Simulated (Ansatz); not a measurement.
The first iterations of a band of CH4GaInO (8 atoms, charge 0, multiplicity 1).

Computed with Ansatz 0.2.0, RKS PBE0-D4/def2-SVP.

```yaml
movable_images: 5
climbing_image: yes
spring: 0.1 eV/Å²
optimiser: quadratic models (default)
start_path: through a guess of the saddle point
force_threshold: 0.05 eV/Å
iteration_limit: 60
end_points: relaxed
```

Image 0:

```xyz
8
Properties=species:S:1:pos:R:3
C -0.603 0.955 -0.077
O 0.702 0.948 -0.552
Ga 1.603 -0.646 -0.379
In -0.809 -1.170 0.657
H -0.752 1.681 0.744
H -1.341 1.180 -0.869
H 3.089 -0.624 -0.922
H -1.888 -2.323 1.398
```

Image 6:

```xyz
8
Properties=species:S:1:pos:R:3
C -0.596 0.416 -0.434
O 0.445 1.373 -0.064
Ga 1.342 -0.539 -0.162
In -0.815 -1.198 0.998
H 0.237 1.793 0.776
H -1.191 0.830 -1.260
H 2.607 -0.279 -1.056
H -2.029 -2.396 1.202
```

| iteration | highest image above the first end (eV) | largest band force component (eV/Å) |
| --- | --- | --- |
| 1 | 6.808 | 14.038 |
| 2 | 4.902 | 4.709 |
| 3 | 4.098 | 3.476 |
| 4 | 3.753 | 2.604 |
| 5 | 3.382 | 1.828 |
| 6 | 3.063 | 1.239 |
| 7 | 2.779 | 1.897 |
| 8 | 2.557 | 1.555 |
| 9 | 2.396 | 0.710 |
| 10 | 2.240 | 0.561 |
| 11 | 2.191 | 0.582 |

Problem. Does the band converge within its limit, and where does its top end?

Solution. It converged. It ended after 34 iterations with the highest image 3.210 eV above the first end. Neighbouring images differ by up to 1.7 eV, so the band resolves the path poorly. The order of the stationary point at the top wasn't checked. The orbitals stay closed-shell, which can raise the energy where a bond breaks towards radicals; this wasn't checked here.

Time of the run: 10 min on 2 threads of Arm Neoverse V1 (shared host), peak memory 0.26 GiB.
